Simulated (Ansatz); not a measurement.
Cost and result for the atomization energy of Cl2H4SSi2 (`Cl[SiH2]S[SiH2]Cl`) (9 atoms, 8 bonds).

```json
{"atom": "Cl1", "x (Å)": "2.4269", "y (Å)": "0.4374", "z (Å)": "0.1229"}
{"atom": "Si2", "x (Å)": "0.8038", "y (Å)": "1.0690", "z (Å)": "-0.9604"}
{"atom": "S3", "x (Å)": "-0.9701", "y (Å)": "1.1130", "z (Å)": "0.2157"}
{"atom": "Si4", "x (Å)": "-0.9803", "y (Å)": "-0.8662", "z (Å)": "0.9997"}
{"atom": "Cl5", "x (Å)": "-0.8268", "y (Å)": "-2.2782", "z (Å)": "-0.4800"}
{"atom": "H6", "x (Å)": "1.0249", "y (Å)": "2.4672", "z (Å)": "-1.3853"}
{"atom": "H7", "x (Å)": "0.6662", "y (Å)": "0.1562", "z (Å)": "-2.1126"}
{"atom": "H8", "x (Å)": "0.1448", "y (Å)": "-1.0849", "z (Å)": "1.9301"}
{"atom": "H9", "x (Å)": "-2.2894", "y (Å)": "-1.0134", "z (Å)": "1.6698"}
```

Charge 0, multiplicity 1. Geometry: relaxed with PBE0-D4/def2-TZVP. It is one conformer, not always the lowest. Program: Ansatz. Hardware: A = 2 threads of an AMD EPYC 7R13 on a shared host; B = 2 threads of an AMD EPYC 7R13 on a shared host and a share of an NVIDIA H100 80 GB. Times are those of one run each, without the atoms' runs, and a repeat can differ threefold. Electronic energies, without spin–orbit coupling; frozen cores. CCSD(T)/CBS adds CCSD(T) − MP2 in def2-TZVPP to the MP2 limit, and its time is that of the two runs behind it. T1 = 0.010. B3LYP takes the VWN-RPA correlation (the form of Gaussian; ORCA's B3LYP/G).

CCSD(T)/CBS is a level of theory with its own doubt, some kJ/mol a heavy atom from the limit and from the frozen cores, so smaller differences don't rank the functionals.

```json
{"level": "MP2/def2-QZVPP [B]", "functions": "470", "wall time": "3.1 s"}
{"level": "CCSD(T)/def2-TZVPP [B]", "functions": "266", "wall time": "3.4 s"}
{"level": "PBE-D4/def2-TZVPP (with forces) [A]", "functions": "266", "wall time": "5 s"}
{"level": "CCSD(T)/CBS(def2)", "functions": "–", "wall time": "6.5 s"}
{"level": "PBE0-D4/def2-TZVPP [A]", "functions": "266", "wall time": "8 s"}
{"level": "r2SCAN-D4/def2-TZVPP (with forces) [A]", "functions": "266", "wall time": "9.1 s"}
{"level": "B2PLYP/def2-TZVPP [A]", "functions": "266", "wall time": "11 s"}
{"level": "B3LYP-D4/def2-TZVPP (with forces) [A]", "functions": "266", "wall time": "12 s"}
{"level": "ωB97X-V/def2-TZVPP [A]", "functions": "266", "wall time": "15 s"}
{"level": "ωB97M-V/def2-TZVPP (with forces) [A]", "functions": "266", "wall time": "22 s"}
```

What atomization energy does each give, and how far from CCSD(T)/CBS? (Best estimate.)

Computed: 
| level | atomization (kcal/mol) | difference from CCSD(T)/CBS | per bond |
| --- | --- | --- | --- |
| MP2/def2-QZVPP [B] | 669.0 | 2.1 | 0.3 |
| CCSD(T)/def2-TZVPP [B] | 643.2 | -23.7 | -3.0 |
| PBE-D4/def2-TZVPP (with forces) [A] | 664.0 | -2.9 | -0.4 |
| CCSD(T)/CBS(def2) | 666.9 | 0.0 | 0.0 |
| PBE0-D4/def2-TZVPP [A] | 661.1 | -5.8 | -0.7 |
| r2SCAN-D4/def2-TZVPP (with forces) [A] | 668.6 | 1.7 | 0.2 |
| B2PLYP/def2-TZVPP [A] | 649.1 | -17.8 | -2.2 |
| B3LYP-D4/def2-TZVPP (with forces) [A] | 657.3 | -9.6 | -1.2 |
| ωB97X-V/def2-TZVPP [A] | 672.1 | 5.2 | 0.6 |
| ωB97M-V/def2-TZVPP (with forces) [A] | 669.7 | 2.8 | 0.4 |

From PBE to PBE0 (25 % exact exchange), in def2-TZVPP and without D4, the atomization energy moves by −1.9 kcal/mol: exact exchange takes away binding that semilocal exchange gives to molecules. The D4 term adds +13.4 kcal/mol with B3LYP and +7.1 kcal/mol with PBE0; it sums over pairs of atoms, weighted by their polarisabilities, and B3LYP, whose exchange is more repulsive, gets the larger term. In def2-TZVPP, CCSD(T) changes the Hartree–Fock value by +145.5 kcal/mol (the triples alone add +10.6 kcal/mol) and MP2 by +157.3 kcal/mol; breaking electron pairs costs correlation energy, which Hartree–Fock lacks.
